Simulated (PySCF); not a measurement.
C₂H₃Cl₃OSi.
SMILES: `C([SiH2]C(Cl)(Cl)Cl)=O`

Torsions of this conformer, `[O:1]=[CH:2][SiH2:3][C:4]([Cl:5])([Cl:6])[Cl:7]`: O1–C2–Si3–C4 180°, C2–Si3–C4–Cl5 -60°.

The closed-shell ground state was solved at several levels (PySCF, density fitting, gas phase, non-relativistic). The structure is a single PBE0-D3(BJ)/def2-SVP conformer in the gas phase; no vibrational or solvent corrections.

```json
{"level": "PBE0/def2-TZVP", "basis functions": "259", "total energy (Eh)": "-1822.6593", "HOMO (eV)": "-7.43", "LUMO (eV)": "-2.00", "gap (eV)": "5.43", "dipole (D)": "1.07"}
{"level": "PBE0/def2-SVP", "basis functions": "129", "total energy (Eh)": "-1821.9045", "HOMO (eV)": "-7.29", "LUMO (eV)": "-1.78", "gap (eV)": "5.51", "dipole (D)": "1.02"}
{"level": "BHandHLYP/pcSseg-1", "basis functions": "162", "total energy (Eh)": "-1823.1046", "HOMO (eV)": "-8.91", "LUMO (eV)": "-0.69", "gap (eV)": "8.22", "dipole (D)": "1.09"}
{"level": "PBE0/pcSseg-0", "basis functions": "85", "total energy (Eh)": "-1820.2431", "HOMO (eV)": "-7.57", "LUMO (eV)": "-1.98", "gap (eV)": "5.59", "dipole (D)": "0.81"}
{"level": "PBE0/cc-pVTZ", "basis functions": "268", "total energy (Eh)": "-1822.6740", "HOMO (eV)": "-7.39", "LUMO (eV)": "-1.94", "gap (eV)": "5.45", "dipole (D)": "0.97"}
{"level": "PBE0/6-31G*", "basis functions": "120", "total energy (Eh)": "-1822.4628", "HOMO (eV)": "-7.31", "LUMO (eV)": "-1.71", "gap (eV)": "5.60", "dipole (D)": "0.68"}
{"level": "B3LYP/pcSseg-1", "basis functions": "162", "total energy (Eh)": "-1823.2774", "HOMO (eV)": "-7.22", "LUMO (eV)": "-2.17", "gap (eV)": "5.05", "dipole (D)": "0.96"}
{"level": "BLYP/pcSseg-1", "basis functions": "162", "total energy (Eh)": "-1823.1762", "HOMO (eV)": "-5.84", "LUMO (eV)": "-2.90", "gap (eV)": "2.94", "dipole (D)": "0.87"}
{"level": "B97-2/pcSseg-1", "basis functions": "162", "total energy (Eh)": "-1823.2666", "HOMO (eV)": "-7.21", "LUMO (eV)": "-2.02", "gap (eV)": "5.19", "dipole (D)": "0.90"}
{"level": "PBE0/pcSseg-2", "basis functions": "322", "total energy (Eh)": "-1822.6898", "HOMO (eV)": "-7.50", "LUMO (eV)": "-2.07", "gap (eV)": "5.43", "dipole (D)": "0.97"}
{"level": "B3LYP/6-31G*", "basis functions": "120", "total energy (Eh)": "-1823.2613", "HOMO (eV)": "-7.02", "LUMO (eV)": "-1.89", "gap (eV)": "5.13", "dipole (D)": "0.70"}
{"level": "PBE0/cc-pVDZ", "basis functions": "129", "total energy (Eh)": "-1822.5680", "HOMO (eV)": "-7.23", "LUMO (eV)": "-1.72", "gap (eV)": "5.51", "dipole (D)": "0.75"}
{"level": "KT3/pcSseg-1", "basis functions": "162", "total energy (Eh)": "-1837.0034", "HOMO (eV)": "-6.14", "LUMO (eV)": "-2.98", "gap (eV)": "3.16", "dipole (D)": "0.76"}
```

**Question.** Estimate the row for B3LYP/def2-TZVP, a basis of 259 functions; the other rows only guide the guess.

**Answer.** Total energy -1823.4679 Eh, HOMO -7.21 eV, LUMO -2.24 eV, gap 4.97 eV, dipole 1.12 D.

**Question.** Over all these levels, which gives the widest orbital gap and which the narrowest?

**Answer.** BHandHLYP/pcSseg-1 (global hybrid, 50 % exact exchange) has the widest, 8.22 eV, and BLYP/pcSseg-1 (GGA) the narrowest, 2.94 eV. The two share the basis. From the narrowest to the widest the HOMO moves by -3.07 eV and the LUMO by +2.21 eV.

**Question.** How much does the basis alone move the frontier levels among the 7 PBE0 rows?

**Answer.** The HOMO by 0.34 eV and the LUMO by 0.36 eV. By rising basis size (HOMO, LUMO in eV): pcSseg-0 -7.57, -1.98; 6-31G* -7.31, -1.71; def2-SVP -7.29, -1.78; cc-pVDZ -7.23, -1.72; def2-TZVP -7.43, -2.00; cc-pVTZ -7.39, -1.94; pcSseg-2 -7.50, -2.07.

**Question.** In the pcSseg-1 basis, how does the gap go with the fixed share of exact exchange?

**Answer.** BLYP (0 %) 2.94 eV; KT3 (0 %) 3.16 eV; B3LYP (20 %) 5.05 eV; B97-2 (21 %) 5.19 eV; BHandHLYP (50 %) 8.22 eV. Each rise in the share widens the gap here.

**Question.** How far do the dipole and the HOMO energy spread over the levels?

**Answer.** The dipole runs from 0.68 to 1.12 D (mean 0.90 D) and the HOMO from -8.91 to -5.84 eV.
